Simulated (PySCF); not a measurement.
SMILES Cc1[c]cccc1 (C7H7), doublet (PBE0/def2-SVP optimised geometry):

```
14

C      1.653     1.920     0.000
C      0.885     0.630     0.000
C      1.497    -0.611     0.000
C      0.879    -1.839     0.000
C     -0.523    -1.839     0.000
C     -1.211    -0.626     0.000
C     -0.520     0.588     0.000
H      2.304     1.994     0.886
H      2.303     1.994    -0.885
H      0.976     2.785     0.000
H      1.444    -2.775     0.000
H     -1.070    -2.785     0.000
H     -2.304    -0.622     0.000
H     -1.077     1.530     0.000
```

Calculation: unrestricted PBE0/def2-TZVP (PySCF 2.14.0).

**Question.** What are the frontier orbital energies (α orbitals alone; a β orbital can be the lowest empty one) and the dipole moment?

**Answer.** HOMO-2 -7.39 eV, HOMO-1 -7.12 eV, HOMO -6.97 eV, LUMO -0.28 eV, LUMO+1 -0.24 eV; dipole moment 0.64 D.

On the same geometry unrestricted PBE/def2-TZVP in PySCF gives HOMO-2 -6.38 eV, HOMO-1 -6.15 eV, HOMO -5.43 eV, LUMO -1.21 eV, LUMO+1 -1.15 eV; dipole moment 0.68 D.

Meta-Löwdin charges at PBE0/def2-TZVP: C1 -0.34, C2 0.01, C3 -0.03, C4 -0.14, C5 -0.12, C6 -0.13, C7 -0.12, H8 0.13, H9 0.13, H10 0.12, H11 0.13, H12 0.12, H13 0.12, H14 0.12.
